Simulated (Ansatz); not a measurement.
Basis sets compared for CoCl2. Total charge 0; quartet. Geometry PBE0-D4/def2-TZVP. Ansatz on 2 threads of Intel Xeon Platinum 8559C on a shared host; times are rough, and most runs start from earlier orbitals.

Cartesian coordinates in Å:
```
Co 0.000 0.000 0.000
Cl 1.186 -1.659 -0.452
Cl -1.186 1.659 0.452
```

The 6-31G sets use Cartesian d functions. B3LYP takes the VWN-RPA correlation.

Binding counts from free atoms (Co quartet, Cl doublet) in the same basis, without a counterpoise term.

```csv
level,functions,energy (Eh),HOMO (eV),LUMO (eV),binding per atom (eV),wall time
HF/6-31G,55,-2300.2721,-12.51,0.95,1.71,1 s
HF/def2-TZVP,119,-2300.5593,-12.38,1.50,1.91,4.3 s
PBE-D4/def2-SVP,67,-2302.1766,-6.31,-5.60,2.90,3.1 s
PBE-D4/def2-TZVP,119,-2302.7028,-6.59,-6.17,2.74,6.5 s
B3LYP-D4/6-31G,55,-2303.0823,-8.74,-4.16,2.47,4.2 s
B3LYP-D4/def2-TZVP,119,-2303.3833,-8.56,-4.53,2.57,12 s
PBE0-D4/def2-SVP,67,-2302.2636,-8.78,-3.68,2.68,3.3 s
PBE0-D4/def2-TZVP (with forces),119,-2302.7788,-8.93,-3.96,2.66,24 s
```

**Question.** Estimate the rows for PBE0-D4/def2-QZVPP.

**Answer.** 
```json
{"level": "PBE0-D4/def2-QZVPP", "functions": "240", "energy (Eh)": "-2302.8412", "HOMO (eV)": "-8.94", "LUMO (eV)": "-3.94", "binding per atom (eV)": "2.70", "wall time": "33 s"}
```
